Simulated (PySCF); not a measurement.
## CH5NOSi

The system: CH5NOSi, a carbene (divalent C1, bonded to 1 N + 1 O); neutral, singlet. The structure, one conformer, was relaxed in the gas phase by PBE0-D3(BJ)/def2-SVP. No frequency run checks that it is a minimum.

SMILES: N[C]O[SiH3]

Coordinates in Å:
```
C1      1.410    0.778    0.014
O2      0.529    0.366    0.926
Si3    -0.950   -0.466    0.936
N4      1.043    0.467   -1.222
H5     -2.000    0.305    0.203
H6     -1.312   -0.604    2.368
H7     -0.813   -1.812    0.299
H8      1.651    0.741   -1.983
H9      0.187   -0.034   -1.484
```

Shieldings: GIAO PBE0/pcSseg-2. Shifts are against computed references at the same level: C TMS (σ 184.1 ppm), H TMS (σ 31.24 ppm), Si TMS (σ 341.3 ppm). Core levels by delta-SCF with SCAN, pcX-2 on the ionised atom and pcseg-1 elsewhere, spin-free X2C (2p3/2 is the spin-free 2p value less a third of a first-order spin-orbit splitting); from the vacuum level, for chosen atoms.

Question: Give the NMR and core-level values of the distinct atoms.

Answer: 
```csv
atoms,bonded to,σ (ppm),δ (ppm),core level (eV)
C1,1 N + 1 O,-118.1,302.2,1s 292.74
O2,1 C + 1 Si,117.0,-,1s 538.81
Si3,1 O + 3 H,400.6,-59.3,2p3/2 107.74
N4,1 C + 2 H,100.6,-,1s 406.47
H5 H6 H7,1 Si,26.12,5.13,-
H8,1 N,24.65,6.60,-
H9,1 N,24.55,6.70,-
```

Values are those of this one static structure, with the three H of a rotating XH3 group averaged; atoms that internal rotation interchanges would show their mean in an NMR spectrum.

The core-hole state of C1 is spin-contaminated (⟨S²⟩ 0.82 against 0.75 for a pure doublet), so that value and differences from it are less sure.

Question: By CAM-B3LYP/def2-SVPD (TDDFT singlets, Tamm-Dancoff triplets, ionisation by delta-SCF), where does absorption start, and what does vertical ionisation take?

Answer: The lowest singlet lies at 4.58 eV (f 0.014), the strongest of the first 6 at 6.44 eV (f 0.086), the lowest triplet at 2.84 eV; vertical ionisation takes 8.51 eV.
